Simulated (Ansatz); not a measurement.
Reaction (ligand exchange at the Si–O bond): `N[SiH2]OBF` + H₂Te → `N[SiH2][TeH]` + `OBF`

Gas-phase electronic energies from Ansatz, PBE0-D4/def2-TZVP geometries. CCSD(T)/CBS is the MP2 limit (def2-TZVPP, def2-QZVPP) plus CCSD(T) − MP2 in def2-TZVPP, frozen cores. This one scheme is used for every species. DFT in def2-TZVPP. B3LYP here is the variant with VWN-RPA as its local correlation; programs differ in this. Elements past krypton have def2 core potentials. For Te outer-core shells are correlated without core-valence functions, which leaves a few kJ/mol of doubt a bond. Each species was taken in one conformer, which may not be the lowest.

```json
{"level": "PBE0-D4", "ΔE (kcal/mol)": "6.9", "difference from CCSD(T)/CBS": "-2.6"}
{"level": "ωB97X-V", "ΔE (kcal/mol)": "10.7", "difference from CCSD(T)/CBS": "1.2"}
{"level": "r2SCAN", "ΔE (kcal/mol)": "9.1", "difference from CCSD(T)/CBS": "-0.4"}
{"level": "PBE0", "ΔE (kcal/mol)": "7.2", "difference from CCSD(T)/CBS": "-2.3"}
{"level": "B3LYP", "ΔE (kcal/mol)": "11.0", "difference from CCSD(T)/CBS": "1.5"}
{"level": "SCS-MP2/def2-TZVPP", "ΔE (kcal/mol)": "11.2", "difference from CCSD(T)/CBS": "1.7"}
{"level": "CCSD/def2-TZVPP", "ΔE (kcal/mol)": "11.9", "difference from CCSD(T)/CBS": "2.4"}
{"level": "CCSD(T)/def2-TZVPP", "ΔE (kcal/mol)": "11.1", "difference from CCSD(T)/CBS": "1.6"}
{"level": "MP2/CBS(def2)", "ΔE (kcal/mol)": "7.9", "difference from CCSD(T)/CBS": "-1.6"}
{"level": "CCSD/CBS(def2)", "ΔE (kcal/mol)": "10.4", "difference from CCSD(T)/CBS": "0.9"}
{"level": "CCSD(T)/CBS", "ΔE (kcal/mol)": "9.5", "difference from CCSD(T)/CBS": "0"}
```

Largest T1 diagnostic among the species: 0.013.

From PBE to PBE0 (25 % exact exchange), in def2-TZVPP and without D4, ΔE moves by +1.2 kcal/mol. In def2-TZVPP, CCSD(T) changes the Hartree–Fock value by −4.0 kcal/mol (the triples alone add −0.9 kcal/mol) and MP2 by −5.6 kcal/mol.
